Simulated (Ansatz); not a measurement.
Reactions of CH7ClSiSn (`[SiH3][CH2][SnH2][Cl]`).

Gas-phase electronic energies from Ansatz, PBE0-D4/def2-TZVP geometries. CCSD(T)/CBS is the MP2 limit (def2-TZVPP, def2-QZVPP) plus CCSD(T) − MP2 in def2-TZVPP, frozen cores. This one scheme is used for every species. Open shells (•) are unrestricted, without spin–orbit coupling. def2 core potentials past Kr. For Sn outer-core shells are correlated without core-valence functions, which leaves a few kJ/mol of doubt a bond. One conformer a species, not always the lowest.

Problem. Order these by ΔE at CCSD(T)/CBS, lowest first. (Estimate.)
A. `[SiH3][CH2][SnH2][Cl]` + H₂O → `[OH][SnH2][Cl]` + `C[SiH3]`
B. `[SiH3][CH2][SnH2][Cl]` → `[CH2][SiH3]`• + `[Cl][SnH2]`•
C. `[SiH3][CH2][SnH2][Cl]` → `[CH3][SnH2][Cl]` + `[SiH2]`
D. `[SiH3][CH2][SnH2][Cl]` → `[CH2]` (triplet) + `[SiH3][SnH2][Cl]`
E. `[SiH3][CH2][SnH2][Cl]` → `[CH3][SnH2][SiH2]Cl`
F. `[SiH3][CH2][SnH2][Cl]` + `[CH3][Sn]([F])([F])[Cl]` → `[CH3][SnH2][CH2][SiH3]` + `[F][Sn]([F])([Cl])[Cl]`
G. `[SiH3][CH2][SnH2][Cl]` + `[OH][SnH]([F])[F]` → `[F][SnH]([F])[O][SiH3]` + `[CH3][SnH2][Cl]`

Solution. G (-1.00 eV), A (-0.24 eV), E (-0.15 eV), F (+0.53 eV), C (+2.49 eV), B (+3.27 eV), D (+4.61 eV).

Largest T1 diagnostic: 0.015, for `[Cl][SnH2]`•.
